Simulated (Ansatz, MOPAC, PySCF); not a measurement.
Donor–acceptor adduct: AlH3 (SMILES [AlH3]) (first 4 atoms) with CHN (SMILES C#N); geometry from B3LYP-D3(BJ)/def2-TZVP, rigid monomers moved along the line of their centres of mass till Al1···N6 is 1.86 Å.
(charge 0, multiplicity 1):
```xyz
7

Al    -0.162     0.364     0.263
H      1.254     0.824    -0.300
H     -1.237     1.489     0.595
H     -0.691    -1.082    -0.136
C      0.683    -0.251     3.072
N      0.361    -0.018     2.003
H      0.985    -0.468     4.073
```

Counterpoise-corrected where a basis set is named; no monomer relaxation. Rows marked so take none.

Cores are frozen in the correlated methods. CBS: X⁻³ extrapolation of the correlation energy, Hartree–Fock from the larger set. Rows in 6-31G* carry no dispersion term and start afresh at each structure (6-31G* with six Cartesian d functions). The state that PM3 reach isn't checked.

Programs: Ansatz (Gaussian basis) for Hartree–Fock, density functionals and correlated methods; MOPAC for PM3 (differences of heats of formation); PySCF for 6-31G* rows. Values without a source in brackets are computed.

```
level                                          interaction energy (kcal/mol)
---------------------------------------------  -----------------------------
PM3                                                                   -46.94
PBE/def2-TZVPPD                                                       -17.64
BP86/6-31G* (no counterpoise)                                         -17.10
B3LYP/6-31G* (no counterpoise)                                        -15.74
wB97M-V/def2-TZVPPD                                                   -15.97
CCSD/aug-cc-pV(D+d)Z                                                  -10.52
CCSD(T)/aug-cc-pV(D+d)Z                                                    …
CCSD(T)/aug-cc-pV(T+d)Z                                               -15.46
CCSD(T)/CBS(aug-cc-pV(D+d)Z, aug-cc-pV(T+d)Z)                         -16.06
```

**Question.** Some entries are withheld; supply them.

**Answer.** 
- CCSD(T)/aug-cc-pV(D+d)Z, interaction energy (kcal/mol): -10.94

Ansatz is a first-principles code.
